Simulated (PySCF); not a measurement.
## Interval between two levels of S²⁺ by level of theory

S²⁺ [Ne] 3s2 3p2 [3P2, M_J = 2] → S²⁺ [Ne] 3s1 3p3 [5S2, M_J = 2], as a difference of total energies. All numbers are calculated (PySCF 2.14, the two-component X2C-1e Hamiltonian, in x2c-SVPall-2c with one added diffuse shell each of s, p type (5s5p1d, 25 functions)). Correlated levels: [Ne] frozen. "Screened" scales the spin-orbit matrix elements by Boettger's factors to mimic the two-electron term; Breit and QED terms are absent.

```csv
method,interval between two levels (cm⁻¹)
GHF (spin-free),42980
GMP2 (spin-free),51420
GHF (screened spin-orbit),42677
GMP2 (screened spin-orbit),51117
```

The labels give the starting determinants; with spin-orbit coupling the two ends relaxed to ⟨J²⟩ = 6.01, ⟨L²⟩ = 2.01, ⟨S²⟩ = 2.00 and ⟨J²⟩ = 6.00, ⟨L²⟩ = 0.00, ⟨S²⟩ = 6.00.
